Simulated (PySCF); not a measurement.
## A small calculation by hand: oscillator strength and radiative lifetime

CH₉FN₂Si₂, SMILES N[SiH2]N[SiH2]CF.

The structure is a stationary point at B3LYP-D3(BJ)/def2-SVP. This is a generated structure with no PubChem entry under its InChIKey; it may be hypothetical. One conformer was computed; it need not be the lowest.

TDA-B3LYP/def2-SVPD in PySCF puts the first singlet state with f over 0.02 at 6.31 eV (vertical), with the transition dipole (-0.217, 0.178, 0.411) in atomic units.

Problem. Find the oscillator strength, the wavelength and the radiative lifetime that this transition would have in vacuum if emission retraced absorption.

Solution. 
|μ|² = 0.2477 au, so |μ| = 1.26 D. ΔE = 6.31/27.211 = 0.2319 hartree. f = (2/3) ΔE |μ|² = 0.038 (the program prints 0.038).
λ = 1239.84/6.31 = 196 nm; ν = 50894 cm⁻¹.
Einstein's coefficient A = 0.6670 ν² f s⁻¹ (ν in cm⁻¹) = 6.6e7 s⁻¹, so τ = 1/A = 15 ns. This state is S2; the lower singlet has f = 0.018. The figure is the radiative limit of this one transition; relaxation, internal conversion, crossing to triplets and a medium change what is measured.
